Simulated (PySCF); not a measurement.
Telling isomers of C7H11ClSi2 apart by NMR

Gas phase, relativity neglected, one conformer, averaged over atoms made equivalent by symmetry, fast rotation or ring inversion. Geometry from GFN2-xTB; GIAO PBE0/pcSseg-1 shieldings; PySCF 2.14.

References, each an isolated molecule treated in the same way: TMS for ¹H and ¹³C. Where no couplings were computed, multiplicities follow the n + 1 count of equivalent neighbours, and m marks all less simple cases (inequivalent or close neighbours, rings, F or P nearby). Shifts are as computed. Against solution values, carbons near 30 ppm lie about +3 ppm off and those near 130 ppm about +5 ppm; carbons on Cl a further +6 ppm. Of 1211 compounds with measured shifts, 218 miss one by over three times the rms of a fit or turn the order of signals round; such compounds aren't used in these exercises. Carbons bonded to Cl come out too deshielded.

(1) Tabulate the signals of `C=CC1=C[SiH2]C/C(=C/Cl)[SiH2]1`, `C#C[SiH2][C@@]1(Cl)[C@@H]2C[SiH2][C@H]1C2` and their relative energies.

(2) What is the quickest way to tell C=CC1=C[SiH2]C/C(=C/Cl)[SiH2]1 from C#C[SiH2][C@@]1(Cl)[C@@H]2C[SiH2][C@H]1C2?

Results:

(1) 
```json
{"SMILES": "C=CC1=C[SiH2]C/C(=C/Cl)[SiH2]1", "carbon types": "2×C 3×CH 2×CH2", "δC": "162.7, 153.6, 149.5, 140.7, 137.3, 124.9, 23.2", "δH": "7.01 (t, 1H), 6.76 (m, 1H), 6.65 (s, 1H), 5.59 (m, 1H), 5.59 (m, 1H), 5.03 (s, 2H), 4.45 (m, 2H), 2.00 (m, 2H)", "E rel. (kcal/mol)": "0.0"}
{"SMILES": "C#C[SiH2][C@@]1(Cl)[C@@H]2C[SiH2][C@H]1C2", "carbon types": "2×C 3×CH 2×CH2", "δC": "104.6, 85.9, 65.6, 45.6, 36.0, 30.3, 13.6", "δH": "4.90 (m, 1H), 4.54 (m, 1H), 4.54 (m, 1H), 3.95 (m, 1H), 2.96 (m, 1H), 2.09 (m, 1H), 1.90 (m, 1H), 1.70 (m, 1H), 1.57 (m, 1H), 1.12 (m, 1H), 1.04 (m, 1H)", "E rel. (kcal/mol)": "25.3"}
```

Energies are electronic energies at PBE0/pcSseg-1 on these geometries, without zero-point or thermal terms, each for the one conformer computed, which needn't be the lowest.

(2) Both give the same number of carbon signals, with the same numbers of each carbon type, so the positions decide. The first has a fully substituted alkene carbon (C) at 162.7 ppm, the second a fully substituted sp3 carbon bonded to Cl and Si (C) at 65.6 ppm. Their most deshielded carbons lie at 162.7 and 104.6 ppm. In the proton spectra the most deshielded non-exchanging signals are 7.01 (t, 1H) and 4.90 (m, 1H).
